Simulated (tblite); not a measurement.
C₇H₇S (doublet state).
Bonds: C1–C2, C2–C3 (aromatic), C3–C4 (aromatic), C4–C5 (aromatic), C5–C6 (aromatic), C6–S7, C6–C8 (aromatic), C2–C8 (aromatic). Hydrogens: H9, H10 on C1; H11 on C3; H12 on C4; H13 on C5; H14 on S7; H15 on C8.

Structure optimised with GFN2-xTB, isolated species. This method treats the open shell by occupation alone, without spin polarisation.

Task: List the bond lengths, angles and torsions at this level.

Result: 
```tsv
bond	length (Å)	order
C1–C2	1.379	single
C2–C3	1.424	aromatic
C3–C4	1.371	aromatic
C4–C5	1.392	aromatic
C5–C6	1.396	aromatic
C6–S7	1.773	single
C6–C8	1.376	aromatic
C2–C8	1.421	aromatic
C1–H9	1.075	single
C1–H10	1.075	single
C3–H11	1.080	single
C4–H12	1.080	single
C5–H13	1.080	single
S7–H14	1.332	single
C8–H15	1.079	single
```

Orders are formal, as drawn. A selection of angles:
```tsv
angle	degrees
C1–C2–C3	121.5
C1–C2–C8	121.2
C3–C2–C8	117.3
C2–C3–C4	120.8
C3–C4–C5	121.0
C4–C5–C6	119.3
C5–C6–S7	121.0
C5–C6–C8	120.7
S7–C6–C8	118.3
C2–C8–C6	120.9
H14–S7–C6	96.2
```

Torsions: H14–S7–C6–C5 0° (synperiplanar).

The 7 C–C bonds span 1.371 Å (C3–C4, aromatic) to 1.424 Å (C2–C3, aromatic), a spread of 0.053 Å. The 6-membered ring C2–C3–C4–C5–C6–C8 has internal angles of 117.3° to 121.0°; it is planar, 0.00 Å rms from its mean plane, widest ring torsion 0°. C5 (carbon bonded to 2 C and H) is planar (angles 120.5°, 120.3° and 119.3°, sum 360.0°, 0.00 Å off the plane of its three neighbours). The 8 heavy atoms lie in one plane (0.002 Å rms). C6 (carbon bonded to 2 C and S) is planar (angles 121.0°, 120.7° and 118.3°, sum 360.0°, 0.00 Å off the plane of its three neighbours). Of the pairs four or more bonds apart, H13···H14 is among the closest relative to their van der Waals radii: 2.27 Å, 95 % of the sum of Bondi's values. C3 (carbon bonded to 2 C and H) is planar (angles 120.8°, 120.6° and 118.6°, sum 360.0°, 0.00 Å off the plane of its three neighbours).

Point group: Cs (every atom within 0.08 Å of its image). Its GFN2-xTB frequencies are all real (lowest 161 cm⁻¹). Torsions: H–C1–C2–C3 0° and 180°, C5–C6–S7–H 0°.

The run took 0.3 s wall on Arm Neoverse V2, one thread, no GPU, shared host with 96 logical CPUs at a one-minute load of 83. These figures are those of the optimisation.

One conformer stands for the species.

These are computed values.
